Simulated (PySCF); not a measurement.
# ZrCl2: bend–stretch map

All numbers come from PySCF, Ur2SCAN, basis Zr def2-TZVP with ECP28, Cl def2-TZVP (scalar-relativistic core potentials, no spin–orbit coupling, density fitting).

Rigid scan from the triplet minimum (Zr–Cl 2.352 Å (×2); Cl–Zr–Cl 141.9°). Coordinate: rows scale both bonds, columns set the Cl–Zr–Cl angle. Energies in kJ/mol from the minimum.

**Question.** Give the energy map for rows 0.94, 0.97, 1.00, 1.03, 1.06, 1.10 and columns 90, 105, 120, 135, 150, 165, 180.

**Answer.** 
| scale \ angle | 90 | 105 | 120 | 135 | 150 | 165 | 180 |
| --- | --- | --- | --- | --- | --- | --- | --- |
| 0.94 | 80.1 | 46.7 | 34.7 | 33.8 | 39.2 | 45.9 | 49.0 |
| 0.97 | 57.0 | 24.7 | 11.0 | 7.5 | 9.8 | 14.0 | 16.1 |
| 1.00 | 52.3 | 20.8 | 6.0 | 0.5 | 0.5 | 2.9 | 4.1 |
| 1.03 | 61.3 | 30.7 | 15.0 | 8.0 | 6.3 | 7.3 | 8.0 |
| 1.06 | 80.6 | 50.7 | 34.5 | 26.4 | 23.4 | 23.3 | 23.6 |
| 1.10 | 117.4 | 88.5 | 71.8 | 62.7 | 58.5 | 57.5 | 57.3 |

**Question.** And the size of the dipole moment (D) on the same grid?

**Answer.** 
```tsv
scale \ angle	90	105	120	135	150	165	180
0.94	2.96	2.53	2.05	1.52	0.96	0.44	0.00
0.97	3.51	3.02	2.46	1.82	1.16	0.54	0.00
1.00	4.07	3.51	2.86	2.13	1.36	0.64	0.00
1.03	4.63	4.00	3.27	2.45	1.58	0.75	0.00
1.06	5.19	4.49	3.68	2.76	1.79	0.85	0.00
1.10	5.92	5.13	4.21	3.18	2.08	1.00	0.00
```

The bond scale of lowest energy on the grid is 1.00 at 90°, 1.00 at 105°, 1.00 at 120°, 1.00 at 135°, 1.00 at 150°, 1.00 at 165°, 1.00 at 180°.

With open d or f shells other occupations or spin states may lie lower.
